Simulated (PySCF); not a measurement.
## Static response to an electric field

Compound: C5H8N2Si.
Cartesian coordinates in Å at the GFN2-xTB level; atoms count from 1:
```xyz
16
C5H8N2Si angstrom
C     -3.327    0.459    0.082
N     -2.201    0.979    0.304
C     -1.021    0.287    0.151
C     -0.766   -1.106   -0.058
C      0.580   -1.249   -0.123
N      1.192   -0.028    0.022
Si     2.915    0.285    0.056
C      0.209    0.899    0.200
H     -4.203    1.072    0.240
H     -3.500   -0.563   -0.266
H     -1.494   -1.890   -0.133
H      1.172   -2.132   -0.268
H      3.136    1.493   -0.735
H      3.334    0.465    1.447
H      3.527   -0.897   -0.544
H      0.440    1.936    0.331
```

Level: wB97X-D/def2-SVPD (PySCF), static field, nuclei fixed, core orbitals frozen in the response. The polarisability tensor in these axes (au):

```
x   150.26  -0.15   0.61
y    -0.15  91.17   4.31
z     0.61   4.31  66.23
```

Question: Diagonalise the tensor; give its mean and Δα, where Δα² is half the sum of the squared differences of the eigenvalues.

Answer: Principal values 65.50, 91.89 and 150.26 au; mean 102.55 au = 15.20 Å³ = 16.91 × 10⁻⁴⁰ C²·m²/J; Δα = 75.13 au (73 % of the mean).

Question: What is the dipole moment, and where does it point?

Answer: (1.73, -1.20, -0.48) D, 2.16 D in size, pointing from the negative to the positive side. Measured along this direction, the outermost atoms are H9 at the negative end and H15 at the positive end.

Question: Refractivity n − 1 of an ideal gas of it at 350 K and 1 atm, from the electronic α?

Answer: N = p/kT = 2.0968 × 10¹⁹ cm⁻³, so n − 1 = 2π × N × 15.20 × 10⁻²⁴ cm³ = 2002 × 10⁻⁶ at long wavelengths.

Question: Form Σ f/ω² (atomic units) for the 8 lowest TDDFT singlets, given as eV and f, and set it beside the mean polarisability, which is this sum over all singlets: 4.54, 0.0249; 5.27, 0.3189; 5.73, 0.1206; 5.98, 0.0016; 6.24, 0.1006; 6.68, 0.0081; 6.73, 0.0125; 6.95, 0.2019.

Answer: They add up to 17.49 au, 17.1 % of the 102.55 au; the largest single term is 8.49 au, from the state at 5.27 eV. Terms in order: 0.90, 8.49, 2.72, 0.03, 1.92, 0.13, 0.20, 3.09 au. Higher excitations give the rest. The strengths listed sum to 0.789.

Question: Find the Langevin capture rate constant for O2+ (31.990 u) meeting this molecule (124.046 u), k = 2.342 × 10⁻⁹ cm³/s × √(α in Å³ / reduced mass in u).

Answer: The reduced mass is 25.43 u, so k = 1.81 × 10⁻⁹ cm³/s. The formula leaves out the permanent dipole, which adds to the capture rate.

Question: Orientational against electronic polarisability at 350 K (dilute gas, rigid molecules)?

Answer: In Gaussian units μ²/3kT = 32.33 Å³ against 15.20 Å³, a ratio of 2.13; the Debye molar polarisation (4π/3)N_A(α + μ²/3kT) is 119.9 cm³/mol, leaving out the vibrational part.

Question: Traceless (Buckingham) quadrupole moment about the centre of nuclear charge: eigenvalues?

Answer: -8.40, -4.42, 12.82 D·Å. The values depend on the origin, since the dipole doesn't vanish. The electronic extent ⟨r²⟩ about the same centre is 1398 bohr², a root-mean-square distance of 2.44 Å for the 66 electrons.

Isolated species at its GFN2-xTB geometry (one conformer only).

The run behind these numbers computed excited states as well. On one thread, Arm Neoverse N1 (shared host), this took 98 s of wall time (with the writing of density and orbital grids).
